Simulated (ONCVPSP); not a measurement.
## What one change does to a pseudopotential (Li (Z = 3), ONCV)

* Element: lithium
* Generator: ONCVPSP 4.0.1
* Type: optimised norm-conserving Vanderbilt (ONCV)
* Functional: PBE
* Relativity: scalar-relativistic
* Frozen core: none
* Valence charge: 3
* Reference configuration: 1s2 2p1
* Partial waves: 1s: rc 0.60 bohr, ncon 3, nbas 7, qcut 25.7 1/bohr, 2 projectors, debl 2.1 Ha; 2p: rc 4.00 bohr, ncon 5, nbas 9, qcut 1.9 1/bohr, 2 projectors, debl 0.6 Ha; d scattering state at 0.02 Ha: rc 3.05 bohr, ncon 4, nbas 7, qcut 3.5 1/bohr, 2 projectors, debl 2.7 Ha
* Local potential: polynomial inside 0.55 bohr (lpopt 5, dvloc0 2 Ha)
* Core correction: none

All-electron outer shells of the reference configuration (PBE, scalar-relativistic, ld1.x):

| shell | level (eV) | outermost node (bohr) | outermost maximum (bohr) |
| --- | --- | --- | --- |
| 1s | -53.36 | – | 0.36 |
| 2p | -1.56 | – | 3.86 |

Change: all radii scaled by about 0.94 (s 0.56, p 3.76, d 2.88 bohr); local potential polynomial inside 0.52 bohr (lpopt 5, dvloc0 2 Ha).

Cutoffs: the cutoffs (Ha) at which the residual kinetic energy of the hardest occupied pseudo-wave falls to 1 and 0.1 mHa per electron; they do not see the model core or the augmentation charge, which bear on the density cutoff. Errors are all-electron minus pseudo energies relative to the spin-unpolarised reference configuration.

Q: Predict the effect on cutoff, ghosts and configuration errors.

A: The potential gets neither clearly harder nor softer (150 Ha and 191 Ha → 159 Ha and 204 Ha); the bound ghosts move from p to p, s; of the 4 tests that both files solve, the error grows in 0 and shrinks in 3 by more than 15 % and 0.3 meV (median size 22.7 → 17.9 meV). Less of the atom is replaced, so other configurations are described better.

```csv
quantity,base,changed
"cutoff, loose",150 Ha,159 Ha
"cutoff, tight",191 Ha,204 Ha
loose cutoff by channel,"s 150 Ha, p 1.7 Ha","s 159 Ha, p 1.9 Ha"
bound ghosts,p,"p, s"
GHOST(+) flags under 300 eV,none,none
"error for 1s2 2s1 2p0, meV [ΔE -1.79 eV]",-17,-14
"error for 1s2 2p0, meV [ΔE 3.51 eV]",+28,+22
"error for 1s2 2s0.5 2p0, meV [ΔE 0.26 eV]",+0.2,-0.1
"error for 1s1 2s1 2p0, meV [ΔE 66.62 eV]",+153,+126
```

 A true bound ghost makes a file unfit for plane-wave use even where its test errors are small: the radial tests pick states by their node count and pass the ghost by.
